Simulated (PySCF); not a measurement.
SMILES C([SiH2]Cl)#C, CAM-B3LYP/def2-SVP optimised geometry.

```
7

C      1.33    -0.65     0.00
C      0.12    -0.63     0.00
Si    -1.71    -0.63     0.00
Cl    -2.41     1.31     0.00
H      2.41    -0.66     0.00
H     -2.20    -1.31    -1.22
H     -2.20    -1.31     1.22
```

Density from CAM-B3LYP/def2-TZVP (PySCF 2.14.0) at that geometry.

Minimum of the electron density along straight lines between bonded atoms, close to the bond critical point (lines longer than 1.1 times the sum of covalent radii, or with two minima, are not listed):

| bond | length / Å | ρ at the minimum / e bohr⁻³ | ∇²ρ there / e bohr⁻⁵ | position (fraction from the first atom) |
|---|---|---|---|---|
| C1–C2 | 1.211 | 0.419 | -1.26 | 0.53 |
| C2–Si3 | 1.828 | 0.122 | 0.29 | 0.61 |
| Si3–Cl4 | 2.065 | 0.098 | 0.20 | 0.36 |
| C1–H5 | 1.076 | 0.286 | -1.07 | 0.67 |
| Si3–H6 | 1.480 | 0.127 | 0.13 | 0.49 |
| Si3–H7 | 1.481 | 0.127 | 0.13 | 0.49 |
